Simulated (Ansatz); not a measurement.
`F[SiH2]CS`, relaxed with RKS PBE-D4/def2-SVP in Ansatz 0.2.0 from a rough embedded geometry. The force threshold is 0.03 eV/Å; the program also tests the step.

Total charge 0; spin multiplicity 1.

Start:

```xyz
9

F     1.228    1.024   -1.091
Si    0.519    0.892    0.279
C    -0.258   -0.773    0.313
S    -1.539   -0.924   -0.884
H     1.567    1.012    1.350
H    -0.468    2.009    0.458
H    -0.767   -0.935    1.337
H     0.469   -1.545    0.244
H    -0.751   -0.759   -2.006
```

```csv
step,energy (eV),largest force (eV/Å),largest move (Å)
1,-22527.7944,3.625,0.000
2,-22528.0536,1.921,0.052
3,-22528.1451,0.297,0.074
4,-22528.1499,0.055,0.041
5,-22528.1512,0.072,0.047
6,-22528.1515,0.038,0.020
7,-22528.1517,0.008,0.012
```

End:

```xyz
9

F     1.141    1.053   -1.217
Si    0.524    0.894    0.302
C    -0.284   -0.805    0.383
S    -1.504   -0.996   -0.981
H     1.673    1.013    1.265
H    -0.490    1.975    0.519
H    -0.864   -0.895    1.326
H     0.460   -1.630    0.378
H    -0.656   -0.608   -1.975
```

It took 12 s on 4 threads of a server CPU on a shared host, with 0.15 GiB of host memory at the peak.
